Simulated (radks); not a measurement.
Trend from Rb4+ to Xe4+: ionisation energy by Delta-SCF between NIST ground configurations, and size. Method: Dirac Kohn-Sham, PBE, spin-unpolarised, spherical densities, finite nucleus; open shells fill j = l - 1/2 first; Fermi nuclear charge, rms radius of each element as measured or else 0.836 A^(1/3) + 0.57 fm; computed with a radial shooting solver on a logarithmic mesh with Libxc functionals.

species,configuration,IE (eV),NIST (eV),kind,-e(HOMO) (eV),outermost,<r> outermost (bohr)
Rb4+,[Ar] 3d10 4s2 4p3,67.183,68.4,theory,60.041 (4p3/2),4p3/2,1.53
Sr4+,[Ar] 3d10 4s2 4p4,71.562,71,semi-emp.,64.083 (4p3/2),4p3/2,1.45
Zr4+,[Kr],80.292,80.35,semi-emp.,72.167 (4p3/2),4p3/2,1.32
Nb4+,[Kr] 4d1,50.445,50.573,exp.,43.549 (4d3/2),4d3/2,1.60
Mo4+,[Kr] 4d2,53.635,54.42,semi-emp.,46.445 (4d3/2),4d3/2,1.51
Tc4+,[Kr] 4d3,56.747,57,theory,49.270 (4d3/2),4d3/2,1.43
Ru4+,[Kr] 4d4,59.798,59,theory,52.037 (4d3/2),4d3/2,1.36
Rh4+,[Kr] 4d5,62.262,63,theory,54.269 (4d5/2),4d5/2,1.31
Pd4+,[Kr] 4d6,65.185,61,theory,56.919 (4d5/2),4d5/2,1.26
Ag4+,[Kr] 4d7,68.072,65,theory,59.536 (4d5/2),4d5/2,1.20
Cd4+,[Kr] 4d8,70.929,68,theory,62.125 (4d5/2),4d5/2,1.16
In4+,[Kr] 4d9,73.758,69,semi-emp.,64.690 (4d5/2),4d5/2,1.11
Sn4+,[Kr] 4d10,76.565,77.03,exp.,67.234 (4d5/2),4d5/2,1.07
Sb4+,[Kr] 4d10 5s1,55.418,55.0,semi-emp.,49.770 (5s1/2),5s1/2,1.95
Te4+,[Kr] 4d10 5s2,59.090,59,exp.,53.222 (5s1/2),5s1/2,1.87
I4+,[Kr] 4d10 5s2 5p1,51.156,51.52,exp.,45.657 (5p1/2),5p1/2,1.99
Xe4+,[Kr] 4d10 5s2 5p2,54.607,54.1,semi-emp.,48.852 (5p1/2),5p1/2,1.90

Reference values: NIST Atomic Spectra Database (exp. = measured, semi-emp. = semi-empirical, theory = theoretical value adopted there). Spin polarisation and multiplet splitting are left out, so open shells lie too high by an amount that depends on their filling.

Beside tabulated values, note that spin-unpolarised runs miss the spin-polarisation part of the exchange energy of open shells.
